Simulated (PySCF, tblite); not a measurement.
Isomers of C7H8O2. All values are computed: GFN2-xTB (tblite) harmonic vibrations without scaling, gas phase. Errors from tens to a few hundred cm⁻¹ against measured bands are possible. One conformer each.

Electronic energies: PBE0/pcSseg-1 single points on the GFN2-xTB geometries (PySCF, gas phase).

```json
{"SMILES": "CO[C@]12C=C[C@H](C=C1)O2", "electronic energy, lowest = 0 (kcal/mol)": "68.0"}
{"SMILES": "O=C(O)C1=CC=CCC1", "electronic energy, lowest = 0 (kcal/mol)": "0.0"}
{"SMILES": "O=C(O)[C@H]1C=CC=CC1", "electronic energy, lowest = 0 (kcal/mol)": "6.6"}
{"SMILES": "CCC1C(=O)C=CC1=O", "electronic energy, lowest = 0 (kcal/mol)": "9.3"}
{"SMILES": "C=C(C)C=C(C=O)C=O", "electronic energy, lowest = 0 (kcal/mol)": "39.0"}
{"SMILES": "CC#C/C=C(\\C=O)CO", "electronic energy, lowest = 0 (kcal/mol)": "59.3"}
```

**Question.** How do GFN2-xTB zero-point energies change the relative energies?

**Answer.** 
| SMILES | ZPE (kcal/mol) | of it from modes above 1550 cm⁻¹ | electronic (kcal/mol) | with ZPE, lowest = 0 (kcal/mol) | lowest mode (cm⁻¹) | rings |
| --- | --- | --- | --- | --- | --- | --- |
| O=C(O)C1=CC=CCC1 | 83.7 | 42.3 | 0.0 | 0.0 | 56 | 1 |
| O=C(O)[C@H]1C=CC=CC1 | 83.5 | 42.5 | 6.6 | 6.4 | 43 | 1 |
| CCC1C(=O)C=CC1=O | 83.2 | 42.1 | 9.3 | 8.8 | 34 | 1 |
| C=C(C)C=C(C=O)C=O | 80.7 | 43.8 | 39.0 | 36.0 | 43 | 0 |
| CC#C/C=C(\C=O)CO | 80.3 | 42.5 | 59.3 | 56.0 | 23 | 0 |
| CO[C@]12C=C[C@H](C=C1)O2 | 83.0 | 40.0 | 68.0 | 67.4 | 97 | 2 |

The zero-point energies span 3.4 kcal/mol, from `CC#C/C=C(\C=O)CO` to `O=C(O)C1=CC=CCC1`. The order is unchanged.

**Question.** And how do the electronic energies of GFN2-xTB itself compare?

**Answer.** `O=C(O)C1=CC=CCC1` 0.0; `O=C(O)[C@H]1C=CC=CC1` 4.8; `CCC1C(=O)C=CC1=O` 11.1; `C=C(C)C=C(C=O)C=O` 47.3; `CC#C/C=C(\C=O)CO` 54.8; `CO[C@]12C=C[C@H](C=C1)O2` 36.1 kcal/mol, lowest = 0. Against the energies above, taken from the same isomer `O=C(O)C1=CC=CCC1`, the largest difference is 31.9 kcal/mol.

**Question.** What do entropy and thermal enthalpy add at 298.15 K and 1 bar (rigid rotor, harmonic oscillator, one conformer each)?

**Answer.** 
| SMILES | point group | symmetry number | S (cal/(mol K)) | H − H(0) (kcal/mol) | ZPE + H − H(0) − TS (kcal/mol) |
| --- | --- | --- | --- | --- | --- |
| O=C(O)C1=CC=CCC1 | C1 | 1 | 89.3 | 5.73 | 62.8 |
| O=C(O)[C@H]1C=CC=CC1 | C1 | 1 | 90.7 | 5.76 | 62.2 |
| CCC1C(=O)C=CC1=O | C1 | 1 | 92.6 | 6.06 | 61.7 |
| C=C(C)C=C(C=O)C=O | C1 | 1 | 98.0 | 6.80 | 58.3 |
| CO[C@]12C=C[C@H](C=C1)O2 | C1 | 1 | 84.7 | 5.30 | 63.1 |

Not tabulated: `CC#C/C=C(\C=O)CO` (lowest mode only 23 cm⁻¹).
